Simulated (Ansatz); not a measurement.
`CB(O)F` + CH₃OH → `COB(C)F` + H₂O  (ligand exchange at a B–O bond)

Isolated molecules relaxed with PBE0-D4/def2-TZVP in Ansatz; ΔE leaves out vibrations. CCSD(T)/CBS adds triple-zeta CCSD(T) − MP2 to the extrapolated MP2 energy (def2 sets, frozen cores). This one scheme is used for every species. Functionals use def2-TZVPP. Each species was taken in one conformer, which may not be the lowest.

`CB(O)F`:

```xyz
8

C     0.576   -0.102    0.836
B    -0.427   -0.029   -0.353
O    -0.106    0.554   -1.532
F    -1.656   -0.555   -0.225
H     0.747   -1.143    1.124
H     1.536    0.359    0.603
H     0.155    0.392    1.717
H    -0.825    0.523   -2.171
```

CH₃OH:

Cartesian coordinates in Å:
```
C 0.234 0.265 0.046
O -0.623 -0.789 0.422
H 0.685 0.652 0.960
H -0.304 1.086 -0.443
H 1.041 -0.070 -0.617
H -1.034 -1.145 -0.368
```

`COB(C)F`:

Cartesian coordinates in Å:
```
C 1.103 0.072 -1.207
O 0.503 -1.021 -0.553
B -0.402 -0.897 0.439
C -0.942 0.450 1.033
F -0.849 -2.057 0.925
H 2.183 0.030 -1.054
H 0.900 -0.001 -2.278
H 0.730 1.032 -0.841
H -0.131 1.066 1.434
H -1.658 0.271 1.835
H -1.438 1.054 0.267
```

H₂O:

Cartesian coordinates in Å:
```
O 0.212 -0.121 0.303
H -0.177 -0.659 -0.390
H -0.035 0.780 0.087
```

| level | ΔE (kJ/mol) |
| --- | --- |
| BHLYP | 7.8 |
| CCSD/def2-SVP | 12.0 |
| HF/def2-TZVPP | 10.5 |
| HF/def2-QZVPP | 9.8 |

What does CCSD(T)/CBS give? (Estimate.)

Computed: +0.2 kJ/mol. The listed levels differ from it by 7.6, 11.8, 10.3, 9.6 kJ/mol.

Largest T1 diagnostic among the species: 0.012.

At CCSD(T), def2-SVP lies +10.8 kJ/mol from the extrapolated value and def2-TZVPP +2.5 kJ/mol. In def2-TZVPP, CCSD(T) changes the Hartree–Fock value by −7.9 kJ/mol (the triples alone add −1.2 kJ/mol) and MP2 by −8.6 kJ/mol.
